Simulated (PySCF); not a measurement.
These 2 structures share the formula CH5ClOSi. Theory: PySCF, PBE0-D3(BJ)/def2-SVP geometry optimisation, gas phase. One conformer each; no zero-point energy, no entropy. No frequencies were run at this level. Point groups hold within 0.08 Å.

Question: Rank from lowest to highest electronic energy at this level (kcal/mol).
A. `[OH:1][SiH2:2][CH2:3][Cl:4]` with H–O1–Si2–C3 46°, O1–Si2–C3–Cl4 -54°
B. `[CH3:1][O:2][SiH2:3][Cl:4]` with C1–O2–Si3–Cl4 177°

Answer: B (0.0), A (19.7).

As drawn, the higher has an O–H bond and an Si–C bond, which the lower lacks.

| SMILES | E (Eh) | E rel (kcal/mol) | dipole (D) | point group | A, B, C (MHz) |
| --- | --- | --- | --- | --- | --- |
| CO[SiH2]Cl | -865.37646 | 0.0 | 2.50 | near Cs | 16047, 2070, 1898 |
| O[SiH2]CCl | -865.34503 | 19.7 | 1.19 | C1 | 8462, 2573, 2153 |
